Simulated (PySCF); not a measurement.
Isomers of C4H4FNO, mass 101.028 u with the commonest isotopes. Method: wB97X-D/def2-SVPD in PySCF (dipole) on a GFN2-xTB geometry, gas phase. One conformer each, none proved a minimum here; rigid rotors.

Question: Order these by rotational constant A, largest first.
A. `[F:1][CH2:2][c:3]1[cH:4][cH:5][o:6][n:7]1` with F1–C2–C3–C4 -19°
B. `[N:1]#[C:2][CH2:3][CH2:4][C:5](=[O:6])[F:7]` with C2–C3–C4–C5 -74°, C3–C4–C5–O6 -10°
C. `C(#N)[C@@H]1C[C@@H](O1)F`

Answer: A (7831 MHz), C (5486 MHz), B (5370 MHz).

Question: Order these by dipole moment, smallest first.
A. `[N:1]#[C:2][CH2:3][CH2:4][C:5](=[O:6])[F:7]` with C2–C3–C4–C5 -74°, C3–C4–C5–O6 -10°
B. `[F:1][CH2:2][c:3]1[cH:4][cH:5][o:6][n:7]1` with F1–C2–C3–C4 -19°
C. `N#C[C@@H]1C[C@H](F)O1`

Answer: B (1.70 D), C (4.94 D), A (5.06 D).

Question: Order these by out-of-plane moment Σ m c² = (Ia + Ib − Ic)/2, smallest first.
A. `C1[C@@H](O[C@@H]1C#N)F`
B. `[F:1][CH2:2][c:3]1[cH:4][cH:5][o:6][n:7]1` with F1–C2–C3–C4 -19°
C. `[N:1]#[C:2][CH2:3][CH2:4][C:5](=[O:6])[F:7]` with C2–C3–C4–C5 -74°, C3–C4–C5–O6 -10°

Answer: B (2.71 u·Å²), C (35.46 u·Å²), A (36.93 u·Å²).

| SMILES | point group | Ia (u·Å²) | Ib (u·Å²) | Ic (u·Å²) | κ | μa (D) | μb (D) | μc (D) |
| --- | --- | --- | --- | --- | --- | --- | --- | --- |
| N#CCCC(=O)F | C1 | 94.12 | 319.46 | 342.66 | -0.94 | 0.84 | 4.85 | 1.18 |
| FCc1ccon1 | C1 | 64.53 | 265.13 | 324.23 | -0.89 | 0.13 | 1.59 | 0.60 |
| N#C[C@@H]1C[C@H](F)O1 | C1 | 92.13 | 263.36 | 281.62 | -0.93 | 2.29 | 4.04 | 1.69 |
